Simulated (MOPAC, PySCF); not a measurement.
Isomers of CH4BN. Gas-phase values, no solvent. One relaxed conformer stands for each flexible species; it need not be the lowest. Strings in code marks are SMILES.

Quantity: vertical ionisation energy (energy after one electron is removed minus that of the parent at the parent's geometry), in eV.

Level 1: PBE-D3(BJ)/def2-TZVP // PBE0-D3(BJ)/def2-TZVP (PySCF)
Level 2: PBE/6-31G* // PBE0-D3(BJ)/def2-TZVP (PySCF)
Level 3: minus the HOMO energy of HF/3-21G // PBE0-D3(BJ)/def2-TZVP (PySCF)
Level 4: minus the HOMO energy of PM7 // PBE0-D3(BJ)/def2-TZVP (MOPAC)

```csv
species,level 1,level 2,level 3,level 4
`[H]/N=C\B`,9.77,9.61,10.68,10.04
`C=BN`,8.38,8.07,8.06,9.00
`B=NC`,10.17,10.02,10.61,10.76
`[H]/B=C/N`,7.61,7.33,7.48,8.46
`CB=N`,10.57,10.33,10.93,11.22
```
